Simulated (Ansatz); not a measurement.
A short molecular-dynamics run on the cluster La₃⁺ (the lowest singlet isomer of a short search).

```yaml
crystal:
  periodic: [false, false, false]
  atoms:
    - {symbol: La, position_ang: [1.624250, 1.098691, -0.470929]}
    - {symbol: La, position_ang: [-0.130476, -1.408637, 1.436262]}
    - {symbol: La, position_ang: [-1.493764, 0.309956, -0.965334]}
basis:
  gaussian: {orbitals: def2-SVP}
total_charge: 1
hamiltonian: {xc: {name: revPBE}, dispersion: d3bj}
md: {timestep: 0.5 fs, n_steps: 20, ensemble: nve, temperature: 1500, initial_velocities: maxwell_boltzmann, seed: 283}
scf: {omitted_lower_state_checks: [starts]}
```

```sh
$ ansatz run in.yaml --threads 2 --pin off --events-out ev --progress --plain --max-ram 4352MiB
```

```
step  time (fs)  potential energy (eV)  kinetic (eV)  T (K)  conserved (eV)
   0        0.0             -2572.8081        0.1939   1500      -2572.6142
   1        0.5             -2572.8077        0.1934   1497      -2572.6142
   2        1.0             -2572.8072        0.1929   1493      -2572.6142
   3        1.5             -2572.8066        0.1924   1488      -2572.6142
   4        2.0             -2572.8060        0.1917   1483      -2572.6142
   5        2.5             -2572.8053        0.1910   1478      -2572.6142
   6        3.0             -2572.8045        0.1903   1472      -2572.6142
   7        3.5             -2572.8037        0.1895   1466      -2572.6142
   8        4.0             -2572.8029        0.1886   1459      -2572.6142
   9        4.5             -2572.8019        0.1877   1452      -2572.6142
  10        5.0             -2572.8009        0.1867   1445      -2572.6142
  11        5.5             -2572.7999        0.1857   1437      -2572.6142
  12        6.0             -2572.7988        0.1846   1428      -2572.6142
  13        6.5             -2572.7977        0.1834   1419      -2572.6142
  14        7.0             -2572.7965        0.1822   1410      -2572.6142
  15        7.5             -2572.7952        0.1810   1400      -2572.6142
  16        8.0             -2572.7939        0.1796   1390      -2572.6142
  17        8.5             -2572.7925        0.1783   1379      -2572.6142
  18        9.0             -2572.7911        0.1768   1368      -2572.6142
  19        9.5             -2572.7896        0.1754   1357      -2572.6142
  20       10.0             -2572.7881        0.1738   1345      -2572.6142
```

Velocities are drawn at the set temperature; a run this short doesn't reach equilibrium.

In the def2 sets La takes a core potential; there is no spin–orbit coupling. The restricted singlet is unstable towards broken spin symmetry in Hartree–Fock (as tested in another run); at RKS revPBE-D3(BJ)/def2-SVP this wasn't settled.

Frames (Å, forces in eV/Å):

```xyz
3
time=0.0 fs
La    1.624    1.099   -0.471    0.091    0.050   -0.015
La   -0.130   -1.409    1.436    0.008   -0.073    0.080
La   -1.494    0.310   -0.965   -0.099    0.022   -0.066
3
time=0.5 fs
La    1.623    1.099   -0.471    0.102    0.053   -0.013
La   -0.131   -1.408    1.436    0.012   -0.078    0.088
La   -1.492    0.310   -0.964   -0.114    0.025   -0.075
3
time=1.0 fs
La    1.622    1.099   -0.472    0.113    0.056   -0.011
La   -0.132   -1.408    1.435    0.017   -0.083    0.095
La   -1.490    0.310   -0.963   -0.130    0.027   -0.084
3
time=1.5 fs
La    1.621    1.099   -0.472    0.124    0.058   -0.009
La   -0.132   -1.408    1.435    0.021   -0.088    0.102
La   -1.488    0.309   -0.962   -0.146    0.030   -0.094
3
time=2.0 fs
La    1.620    1.099   -0.473    0.136    0.061   -0.006
La   -0.133   -1.408    1.434    0.026   -0.093    0.110
La   -1.487    0.309   -0.961   -0.162    0.032   -0.103
3
time=2.5 fs
La    1.619    1.099   -0.473    0.147    0.063   -0.004
La   -0.134   -1.407    1.433    0.030   -0.098    0.117
La   -1.485    0.309   -0.960   -0.177    0.035   -0.113
3
time=3.0 fs
La    1.617    1.098   -0.474    0.158    0.066   -0.002
La   -0.134   -1.407    1.433    0.035   -0.103    0.124
La   -1.483    0.309   -0.959   -0.193    0.037   -0.122
3
time=3.5 fs
La    1.616    1.098   -0.474    0.169    0.068    0.000
La   -0.135   -1.407    1.432    0.040   -0.108    0.132
La   -1.481    0.308   -0.958   -0.209    0.040   -0.132
3
time=4.0 fs
La    1.615    1.098   -0.475    0.181    0.071    0.002
La   -0.136   -1.407    1.432    0.044   -0.113    0.139
La   -1.479    0.308   -0.957   -0.225    0.043   -0.141
3
time=4.5 fs
La    1.614    1.098   -0.475    0.192    0.073    0.004
La   -0.136   -1.406    1.431    0.049   -0.119    0.147
La   -1.477    0.308   -0.956   -0.241    0.045   -0.151
3
time=5.0 fs
La    1.613    1.098   -0.475    0.203    0.076    0.006
La   -0.137   -1.406    1.431    0.054   -0.124    0.154
La   -1.476    0.308   -0.955   -0.257    0.048   -0.160
3
time=5.5 fs
La    1.612    1.098   -0.476    0.215    0.078    0.009
La   -0.138   -1.406    1.430    0.059   -0.129    0.161
La   -1.474    0.308   -0.954   -0.273    0.051   -0.170
3
time=6.0 fs
La    1.611    1.098   -0.476    0.226    0.081    0.011
La   -0.138   -1.406    1.430    0.063   -0.134    0.169
La   -1.472    0.307   -0.953   -0.289    0.053   -0.180
3
time=6.5 fs
La    1.609    1.098   -0.477    0.237    0.083    0.013
La   -0.139   -1.405    1.429    0.068   -0.139    0.176
La   -1.470    0.307   -0.952   -0.305    0.056   -0.189
3
time=7.0 fs
La    1.608    1.098   -0.477    0.248    0.085    0.016
La   -0.140   -1.405    1.429    0.073   -0.144    0.183
La   -1.469    0.307   -0.951   -0.321    0.058   -0.199
3
time=7.5 fs
La    1.607    1.098   -0.478    0.259    0.088    0.018
La   -0.140   -1.405    1.428    0.078   -0.149    0.191
La   -1.467    0.307   -0.950   -0.337    0.061   -0.209
3
time=8.0 fs
La    1.606    1.098   -0.478    0.271    0.090    0.020
La   -0.141   -1.405    1.428    0.083   -0.154    0.198
La   -1.465    0.306   -0.949   -0.353    0.064   -0.218
3
time=8.5 fs
La    1.605    1.098   -0.479    0.282    0.092    0.022
La   -0.142   -1.405    1.427    0.088   -0.159    0.206
La   -1.463    0.306   -0.948   -0.370    0.067   -0.228
3
time=9.0 fs
La    1.604    1.098   -0.479    0.293    0.095    0.025
La   -0.142   -1.404    1.427    0.093   -0.164    0.213
La   -1.462    0.306   -0.947   -0.386    0.069   -0.238
3
time=9.5 fs
La    1.603    1.098   -0.480    0.304    0.097    0.027
La   -0.143   -1.404    1.426    0.097   -0.169    0.220
La   -1.460    0.306   -0.947   -0.402    0.072   -0.247
3
time=10.0 fs
La    1.602    1.098   -0.480    0.315    0.099    0.030
La   -0.144   -1.404    1.426    0.102   -0.174    0.228
La   -1.458    0.306   -0.946   -0.418    0.075   -0.257
```

Run time 2.1 min (2 threads of Arm Neoverse V1 on a shared host).
